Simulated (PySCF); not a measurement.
**Correlation energy of Sn (tin, neutral)**

[Kr] 4d10 5s1 5p3, high-spin 5S determinant (an excited configuration). All numbers are calculated (PySCF 2.14, the spin-free X2C one-electron Hamiltonian (Gaussian nucleus), in ANO-RCC-VTZP). Frozen: [Kr] 4d10; 4 electrons correlated.

```json
{"level": "CCSD", "correlation energy (mhartree)": "-19.23"}
{"level": "(T)", "correlation energy (mhartree)": "-0.21"}
{"level": "CCSD(T)", "correlation energy (mhartree)": "-19.44"}
```

Diagnostics: T1 = 0.0027, D1 = 0.0046, largest double amplitude 0.060.

Cost of the coupled-cluster step: of the order of 1.3 core-seconds, for 4 correlated electrons.
